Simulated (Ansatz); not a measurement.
`CC(F)[SiH2]N` → 2 C• + F• + 8 H• + N• + Si•  (atomization)

Computed with Ansatz on PBE0-D4/def2-TZVP structures; ΔE is electronic, products minus reactants. CCSD(T)/CBS is the MP2 limit (def2-TZVPP, def2-QZVPP) plus CCSD(T) − MP2 in def2-TZVPP, frozen cores. This one scheme is used for every species, atoms too. DFT in def2-TZVPP. B3LYP here is the variant with VWN-RPA as its local correlation; programs differ in this. Open shells (•) are unrestricted, without spin–orbit coupling. Spin–orbit coupling would lower the free atoms: a little for C, F, Si. One conformer a species, not always the lowest.

`CC(F)[SiH2]N`:

```xyz
13

C    -1.486   -0.593    0.558
C    -0.774    0.696    0.228
F    -0.994    1.619    1.265
Si    1.105    0.519    0.020
N     1.469   -0.600   -1.232
H    -1.083   -1.044    1.468
H    -1.366   -1.303   -0.265
H    -2.555   -0.421    0.705
H    -1.206    1.137   -0.679
H     1.686    1.826   -0.380
H     1.634    0.107    1.352
H     2.111   -0.349   -1.963
H     1.461   -1.594   -1.077
```

```tsv
level	ΔE (eV)	difference from CCSD(T)/CBS
PBE-D4	49.29	0.67
r2SCAN-D4	48.52	-0.10
PBE0-D4	48.52	-0.10
B3LYP-D4	48.66	0.04
ωB97X-V	48.81	0.19
ωB97M-V	48.77	0.15
PBE	49.04	0.42
PBE0	48.31	-0.31
B3LYP	48.27	-0.35
MP2/def2-TZVPP	47.79	-0.83
SCS-MP2/def2-TZVPP	47.83	-0.79
CCSD(T)/def2-TZVPP	47.31	-1.31
HF/def2-QZVPP	35.46	-13.16
SCS-MP2/def2-QZVPP	48.71	0.09
MP2/CBS(def2)	49.10	0.48
CCSD/CBS(def2)	48.01	-0.61
CCSD(T)/CBS	48.62	0
```

Largest T1 diagnostic among the species: 0.012.

From PBE to PBE0 (25 % exact exchange), in def2-TZVPP and without D4, ΔE moves by −0.73 eV: exact exchange takes away binding that semilocal exchange gives to molecules. In def2-TZVPP, CCSD(T) changes the Hartree–Fock value by +11.93 eV (the triples alone add +0.61 eV) and MP2 by +12.41 eV; breaking electron pairs costs correlation energy, which Hartree–Fock lacks. The D4 term adds +0.40 eV with B3LYP and +0.21 eV with PBE0; it sums over pairs of atoms, weighted by their polarisabilities, and B3LYP, whose exchange is more repulsive, gets the larger term.

For atomizations the MP2-based limit and the directly extrapolated one differ by several kJ/mol either way, and by 10 to 25 for some Ge, Se and Sn compounds, so smaller differences from it don't rank the levels.
